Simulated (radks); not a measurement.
Values are calculated unless marked as measured or tabulated.
Removal energies from the indium ion In13+, [Kr], by Delta-SCF beside the eigenvalue of the level emptied. Level of theory: scalar-relativistic Kohn-Sham, r2SCAN, spin-polarised, spherical densities, finite nucleus; meta-GGA in the generalised Kohn-Sham scheme; Fermi nuclear charge, rms radius of each element as measured or else 0.836 A^(1/3) + 0.57 fm (a radial shooting solver on a logarithmic mesh with Libxc functionals). Open shells are filled with parallel spins first.

removed from        final configuration  Delta-SCF (eV)  -eigenvalue (eV)
4p                    [Ar] 3d10 4s2 4p5          345.88            333.12
4s                    [Ar] 3d10 4s1 4p6          393.55            380.33
3d                     [Ar] 3d9 4s2 4p6          753.04            724.13
3p            [Ne] 3s2 3p5 3d10 4s2 4p6          969.87            943.25
